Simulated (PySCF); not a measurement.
C4H6Ge.
Atom-mapped SMILES: `[CH:1]1=[CH:2][GeH2:3][CH:4]=[CH:5]1` (hydrogens: H6 on C1; H7 on C2; H8, H9 on Ge3; H10 on C4; H11 on C5)

Theory: LC-wPBE/def2-SVP geometry optimisation, gas phase in PySCF 2.14.0.

(1) Give the optimised bond lengths and angles.

Answers

(1) 
```
          bond  length (bohr)   order
  C1=C2, C4=C5          2.533  double
C2–Ge3, Ge3–C4          3.652  single
         C1–C5          2.809  single
 C1–H6, C5–H11          2.070  single
 C2–H7, C4–H10          2.063  single
Ge3–H8, Ge3–H9          2.890  single
```

Bonds in one row agree within 0.02 bohr and their mean is given. Orders are formal, as drawn. A selection of angles:
```
    angle  degrees
 C2–C1–C5    117.6
 C2–C1–H6    123.0
 C5–C1–H6    119.4
C1–C2–Ge3    107.5
 C1–C2–H7    122.5
Ge3–C2–H7    130.0
C2–Ge3–C4     89.8
C2–Ge3–H8    114.2
H8–Ge3–H9    109.1
```

Torsions: C5–C1–C2–Ge3 0° (synperiplanar); C1–C2–Ge3–C4 0° (synperiplanar); C2–Ge3–C4–C5 0° (synperiplanar); Ge3–C4–C5–C1 0° (synperiplanar); C2–C1–C5–C4 0° (synperiplanar).

The C–C distances run from 1.340 Å (C1=C2, drawn double) to 1.486 Å (C1–C5, drawn single), a spread of 0.146 Å. The 5 heavy atoms lie in one plane (0.000 Å rms). The 5-membered ring C1–C2–Ge3–C4–C5 has internal angles of 89.8° to 117.6°; it is planar, 0.00 Å rms from its mean plane, widest ring torsion 0°. Ge3 (germanium bonded to 2 C and 2 H) has angles from 89.8° to 114.3°.

Point group: C2v (tolerance 0.08 Å). Whether it is a minimum is left open (no frequencies).
